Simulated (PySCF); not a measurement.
## Sn⁴⁴⁺ (tin, charge +44): Hartree-Fock from Schrödinger to Dirac-Coulomb-Breit

Occupied: 1s1/2, 2s1/2, 2p1/2. Hartree-Fock calculated with PySCF 2.14 in an uncontracted even-tempered set (16 s from 7.4 bohr⁻², ratio 2.7; 12 p from 8.9 bohr⁻², ratio 2.7), Gaussian nucleus throughout. NR is non-relativistic, sf-X2C the spin-free one-electron X2C Hamiltonian, X2C adds the bare one-electron spin-orbit term, X2C-SNSO screens it by Boettger's factors, DC is four-component Dirac-Coulomb, and the Gaunt and Breit terms are added at first order (total energies over the DC spinors, levels after relaxing the spinors in that mean field). QED terms are absent. Levels marked empty are virtual spinors of this ion.

| Hamiltonian | E (hartree) |
| --- | --- |
| X2C | -3723.2662 |
| X2C-SNSO | -3722.6825 |
| DC | -3723.8508 |
| DC+Gaunt | -3720.9254 |
| DC+Breit | -3721.0773 |

```tsv
level (eV)	X2C	X2C-SNSO	DC	DC+Gaunt	DC+Breit
1s1/2	-33112.3	-33113.1	-33131.8	-33072.9	-33074.8
2s1/2	-7700.4	-7700.6	-7702.9	-7697.2	-7697.7
2p1/2	-7558.4	-7550.6	-7552.4	-7540.5	-7541.9
2p3/2 (empty)	-7073.2	-7076.6	-7076.9	-7070.9	-7072.3
3s1/2 (empty)	-3188.9	-3188.9	-3189.5	-3187.9	-3188.1
```

How large are the two-electron picture-change error of X2C and the Breit correction in the total energy?

X2C-1e lies 0.5846 hartree above Dirac-Coulomb; Gaunt adds 2.9254 and the full Breit term 2.7735 hartree.

Weight of the small component: 1s1/2 0.0339, 2s1/2 0.00785, 2p1/2 0.00781, 2p3/2 0.00741, 3s1/2 0.00322.

Koopmans' value for the highest occupied level at DC+Breit: 7541.9 eV, against an ionisation energy of 7531 ± 8 eV (semi-empirical (NIST evaluation); NIST Atomic Spectra Database, ionization energies); the former lacks relaxation, correlation, QED and recoil.

The whole ladder took 41 s of wall time on 1 thread of Neoverse-V2 (shared host), launched as `OMP_NUM_THREADS=1 python relrun2.py TASK.json OUT` (a driver that calls PySCF for each Hamiltonian).
